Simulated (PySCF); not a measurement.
## Excitation energy of B by level of theory

B [He] 2s2 2p1 (2P) → B [He] 2s2 3s1 (2S), as a difference of total energies. Computed with PySCF 2.14 in aug-cc-pwCVDZ (5s4p2d, 27 functions), with no relativity, point nucleus. Correlated levels: valence: 1s2 frozen; valence and next inner shell: nothing frozen. The calculations carry no spin-orbit coupling.

```json
{"method": "UHF", "excitation energy (cm⁻¹)": "40997"}
{"method": "LDA", "excitation energy (cm⁻¹)": "42869"}
{"method": "PBE", "excitation energy (cm⁻¹)": "42864"}
{"method": "PBE0", "excitation energy (cm⁻¹)": "42977"}
{"method": "r2SCAN", "excitation energy (cm⁻¹)": "44741"}
{"method": "M06-2X", "excitation energy (cm⁻¹)": "40187"}
{"method": "HSE06", "excitation energy (cm⁻¹)": "43060"}
{"method": "BHandHLYP", "excitation energy (cm⁻¹)": "43704"}
{"method": "PBEsol", "excitation energy (cm⁻¹)": "42324"}
{"method": "MP2 (valence)", "excitation energy (cm⁻¹)": "40756"}
{"method": "SCS-MP2 (valence)", "excitation energy (cm⁻¹)": "40566"}
{"method": "MP2 (valence and next inner shell)", "excitation energy (cm⁻¹)": "40762"}
{"method": "SCS-MP2 (valence and next inner shell)", "excitation energy (cm⁻¹)": "40543"}
```

Errors of the correlated levels include the incompleteness of this basis and the frozen core.

The promoted electron is Rydberg-like, and one or two diffuse shells describe it only roughly, which tends to raise the upper state.

Problem. Which method comes closest to the reference value, and which is furthest?

Solution. The reference is 40030 cm⁻¹ (measured; NIST levels, between the centres of gravity of the two terms). Closest: M06-2X (error 157.34 cm⁻¹); furthest: r2SCAN (error 4711.7 cm⁻¹).
